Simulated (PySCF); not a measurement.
CH₉BiSi₂, singlet, geometry from GFN2-xTB (such geometries of metal compounds can be far from the true shape) (core potentials on Bi); PySCF with DF-R2SCAN/def2-TZVPD.

The PySCF input:
```python
from pyscf import gto, scf, dft

mol = gto.M(
    atom='''
Bi    0.004784   -0.090924    0.525497
C     0.183244   -2.119411   -0.495090
H     1.106741   -2.605103   -0.201355
H     0.179381   -2.002899   -1.571215
H    -0.648074   -2.754516   -0.211233
Si    1.801076    0.939124   -1.068660
H     3.147226    0.500265   -0.697414
H     1.824760    2.400132   -1.020617
H     1.616365    0.563454   -2.466661
Si   -1.921861    0.622135   -1.089616
H    -3.178505   -0.038338   -0.733021
H    -1.660685    0.284430   -2.485108
H    -2.192735    2.058063   -1.043231
''',
    basis='def2-tzvpd',
    ecp={'Bi': 'def2-tzvpd'},
    charge=0,
    spin=0,
    verbose=4,
    max_memory=1800,
)

mf = dft.RKS(mol)
mf.xc = 'r2scan'
mf = mf.density_fit(auxbasis='def2-universal-jkfit')
mf.kernel()
```

Problem. Write the output that PySCF gives for this input, abridged.

Solution. 
```
PySCF version 2.14.0

[INPUT] verbose = 4
[INPUT] num. atoms = 13
[INPUT] num. electrons = 66
[INPUT] charge = 0
[INPUT] spin (= nelec alpha-beta = 2S) = 0
[INPUT] symmetry False subgroup None
[INPUT] Mole.unit = angstrom
[INPUT] Symbol           X                Y                Z      unit          X                Y                Z       unit  Magmom
[INPUT]  1 Bi     0.004784000000  -0.090924000000   0.525497000000 AA    0.009040449780  -0.171821458150   0.993045409281 Bohr   0.0
[INPUT]  2 C      0.183244000000  -2.119411000000  -0.495090000000 AA    0.346280973970  -4.005106335391  -0.935584507011 Bohr   0.0
[INPUT]  3 H      1.106741000000  -2.605103000000  -0.201355000000 AA    2.091437380827  -4.922931196283  -0.380505803812 Bohr   0.0
[INPUT]  4 H      0.179381000000  -2.002899000000  -1.571215000000 AA    0.338980961951  -3.784930565165  -2.969166032808 Bohr   0.0
[INPUT]  5 H     -0.648074000000  -2.754516000000  -0.211233000000 AA   -1.224682368451  -5.205280845732  -0.399172518470 Bohr   0.0
[INPUT]  6 Si     1.801076000000   0.939124000000  -1.068660000000 AA    3.403540369527   1.774687157006  -2.019474720278 Bohr   0.0
[INPUT]  7 H      3.147226000000   0.500265000000  -0.697414000000 AA    5.947395192110   0.945363839706  -1.317921455437 Bohr   0.0
[INPUT]  8 H      1.824760000000   2.400132000000  -1.020617000000 AA    3.448296643061   4.535592142805  -1.928686608075 Bohr   0.0
[INPUT]  9 H      1.616365000000   0.563454000000  -2.466661000000 AA    3.054487167333   1.064773743791  -4.661313732146 Bohr   0.0
[INPUT] 10 Si    -1.921861000000   0.622135000000  -1.089616000000 AA   -3.631790939483   1.175664762506  -2.059075820944 Bohr   0.0
[INPUT] 11 H     -3.178505000000  -0.038338000000  -0.733021000000 AA   -6.006503935561  -0.072448320164  -1.385208933555 Bohr   0.0
[INPUT] 12 H     -1.660685000000   0.284430000000  -2.485108000000 AA   -3.138239829173   0.537494801610  -4.696173509966 Bohr   0.0
[INPUT] 13 H     -2.192735000000   2.058063000000  -1.043231000000 AA   -4.143668613748   3.889175417101  -1.971420874656 Bohr   0.0

nuclear repulsion = 321.008166348097
number of shells = 106
number of NR pGTOs = 386
number of NR cGTOs = 260
basis = def2-tzvpd
ecp = {'Bi': 'def2-tzvpd'}

******** <class 'pyscf.df.df_jk.DFRKS'> ********
method = DFRKS
initial guess = minao
damping factor = 0
level_shift factor = 0
DIIS = <class 'pyscf.scf.diis.CDIIS'>
diis_start_cycle = 1
diis_space = 8
diis_damp = 0
SCF conv_tol = 1e-09
SCF conv_tol_grad = None
SCF max_cycles = 50
direct_scf = False
XC library pyscf.dft.libxc version 7.1.2
    S. Lehtola, C. Steigemann, M. J. T. Oliveira, and M. A. L. Marques,  SoftwareX 7, 1–5 (2018)
XC functionals = r2scan
    J. W. Furness, A. D. Kaplan, J. Ning, J. P. Perdew, and J. Sun,  J. Phys. Chem. Lett. 11, 8208–8215 (2020)
    J. W. Furness, A. D. Kaplan, J. Ning, J. P. Perdew, and J. Sun,  J. Phys. Chem. Lett. 11, 9248–9248 (2020)
    J. W. Furness, A. D. Kaplan, J. Ning, J. P. Perdew, and J. Sun,  J. Phys. Chem. Lett. 11, 8208–8215 (2020)
    J. W. Furness, A. D. Kaplan, J. Ning, J. P. Perdew, and J. Sun,  J. Phys. Chem. Lett. 11, 9248–9248 (2020)
radial grids:
    Treutler-Ahlrichs [JCP 102, 346 (1995); DOI:10.1063/1.469408] (M4) radial grids

becke partition: Becke, JCP 88, 2547 (1988); DOI:10.1063/1.454033
pruning grids: <function nwchem_prune>
grids dens level: 3
symmetrized grids: False
atomic radii adjust function: <function treutler_atomic_radii_adjust>
small_rho_cutoff = 0
Set gradient conv threshold to 3.16228e-05
Initial guess from minao.
tot grids = 164200
init E= -802.234715815649
  HOMO = -0.587069981514919  LUMO = -0.51725832735121  gap/eV = 1.89967
cycle= 1 E= -835.128724266977  delta_E= -32.9  |g|= 2.93  |ddm|= 13.5

WARN: HOMO 0.0352556429962449 == LUMO 0.0362435108040425

cycle= 2 E= -791.413197758168  delta_E= 43.7  |g|= 11.7  |ddm|=  128
  HOMO = -0.140349382775128  LUMO = -0.0067782470336019  gap/eV = 3.63466
cycle= 3 E= -836.843760770213  delta_E= -45.4  |g|= 1.22  |ddm|=  128
  HOMO = -0.212829993013449  LUMO = -0.0288536667187737  gap/eV = 5.00625
cycle= 4 E= -837.170253039858  delta_E= -0.326  |g|= 0.242  |ddm|= 1.92
  HOMO = -0.226964860500728  LUMO = -0.0493634472951347  gap/eV = 4.83278
cycle= 5 E= -837.16405685672  delta_E= 0.0062  |g|= 0.292  |ddm|= 0.62
  HOMO = -0.232038820840117  LUMO = -0.0454098463085315  gap/eV = 5.07843
cycle= 6 E= -837.186125283012  delta_E= -0.0221  |g|= 0.0532  |ddm|= 0.285
  HOMO = -0.231352031751783  LUMO = -0.0451106661335977  gap/eV = 5.06789
cycle= 7 E= -837.186594336962  delta_E= -0.000469  |g|= 0.00955  |ddm|= 0.0515
  HOMO = -0.230860183851349  LUMO = -0.0445619763291063  gap/eV = 5.06943
cycle= 8 E= -837.186613019313  delta_E= -1.87e-05  |g|= 0.00403  |ddm|= 0.0157
  HOMO = -0.230825985657958  LUMO = -0.044571229649558  gap/eV = 5.06825
cycle= 9 E= -837.186617042498  delta_E= -4.02e-06  |g|= 0.00115  |ddm|= 0.0062
  HOMO = -0.230800862621273  LUMO = -0.0445259824358905  gap/eV = 5.06880
cycle= 10 E= -837.186617302347  delta_E= -2.6e-07  |g|= 0.000268  |ddm|= 0.00153
  HOMO = -0.230821253849984  LUMO = -0.0445476410957667  gap/eV = 5.06876
cycle= 11 E= -837.186617321603  delta_E= -1.93e-08  |g|= 4.29e-05  |ddm|= 0.000585
  HOMO = -0.230824205826468  LUMO = -0.0445502589386493  gap/eV = 5.06877
cycle= 12 E= -837.186617322266  delta_E= -6.63e-10  |g|= 7.4e-06  |ddm|= 0.000121
  HOMO = -0.230822252795703  LUMO = -0.0445485899209968  gap/eV = 5.06876
Extra cycle  E= -837.186617322275  delta_E= -8.64e-12  |g|= 6.8e-06  |ddm|= 3.6e-05
converged SCF energy = -837.186617322275
```
